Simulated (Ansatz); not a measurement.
`OC(=S)[SeH]` + PH₃ → `P[SeH]` + `OC=S` at 298.15 K and 1 bar (ligand exchange at the Se–C bond).

Calculated with Ansatz (gas phase, PBE0-D4/def2-TZVP geometries, no zero-point term in ΔE). CCSD(T)/CBS is the MP2 limit (def2-TZVPP, def2-QZVPP) plus CCSD(T) − MP2 in def2-TZVPP, frozen cores. This one scheme is used for every species. For Se outer-core shells are correlated without core-valence functions, which leaves a few kJ/mol of doubt a bond. Scalar relativity is left out up to krypton. Each species was taken in one conformer, which may not be the lowest.

```tsv
species	CCSD(T)/CBS energy (Eh)	H − E (kJ/mol)	S (J/(mol·K))
`OC(=S)[SeH]`	-2912.88870	93.8	310.3
PH₃	-342.72256	73.1	210.2
`P[SeH]`	-2743.44381	80.6	280.3
`OC=S`	-512.17609	94.1	260.5
```

H − E and S are ideal-gas, rigid-rotor, harmonic terms from PBE0-D4/def2-TZVP, for one conformer and one mirror image of each species. 1 Eh = 2625.50 kJ/mol, R = 8.31446 J/(mol·K).

**Question.** By hand: ΔE, ΔH, ΔS and ΔG.

**Answer.** ΔE = (-2743.44381) + (-512.17609) − (-2912.88870) − (-342.72256) = -0.00864 Eh = -22.7 kJ/mol. Δ(H − E) = 80.6 + 94.1 − 93.8 − 73.1 = 7.8, so ΔH = -14.9 kJ/mol. ΔS = 280.3 + 260.5 − 310.3 − 210.2 = 20.3 J/(mol·K). ΔG = -14.9 − 298.15 × (20.3)/1000 = -21.0 kJ/mol.

**Question.** By hand: the equilibrium constant, and the temperature at which ΔG would vanish if ΔH and ΔS stayed fixed.

**Answer.** log₁₀ K = −ΔG/(RT ln 10) = 3.7. ΔH and −TΔS have one sign here, so there is no such temperature.

TΔS isn't small against ΔH here. A doubt of 5 kJ/mol in ΔE shifts log₁₀ K by 0.9 here. Other conformers and mirror images would add mixing entropy, several J/(mol·K) or more a flexible species. These are equilibria of isolated gas molecules and say nothing of rates. Largest T1 diagnostic: 0.018 (customary marks: 0.02 for closed shells, 0.045 for open ones).
